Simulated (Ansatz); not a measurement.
## Ligand exchange: IBr + GeH(CH3)2(SiH3) → SiH3I + GeH(CH3)2Br

Species: IBr (iodine monobromide), singlet; GeH(CH3)2(SiH3), singlet; SiH3I `[SiH3]I`, singlet; GeH(CH3)2Br, singlet. The partners trade Br for SiH3: I–Br and Ge–SiH3 bonds give way to I–SiH3 and Ge–Br.

Shapes, held fixed at every level: PBE0-D4/def2-TZVP. Programs: Ansatz 0.2.0. Electronic energies: no zero-point or thermal term.

```csv
level,kind,ΔE (kJ/mol),less CCSD(T)/def2-TZVPP
HF/def2-TZVPP,Hartree–Fock,-233.5,-23.0
PBE-D4/def2-TZVPP,GGA,-185.7,+24.8
B3LYP-D4/def2-TZVPP,global hybrid,-193.7,+16.8
PBE0-D4/def2-TZVPP,global hybrid,-200.6,+9.9
wB97M-V/def2-TZVPP,range-separated hybrid,-208.8,+1.7
wB97X-V/def2-TZVPP,range-separated hybrid,-207.7,+2.8
CCSD(T)/def2-TZVPP,coupled cluster or CI,-210.5,0.0
```

The highest level, CCSD(T)/def2-TZVPP, gives ΔE = -210.5 kJ/mol; the levels span -233.5 to -185.7. The column of differences is taken from that level and isn't an error. No measured value is set beside it here. For atoms past krypton def2 sets carry core potentials with scalar relativity. Relativity is left out for Br, Ge unless named. Correlated rows may include outer-core shells of Br, Ge, I, which these sets cover unevenly.
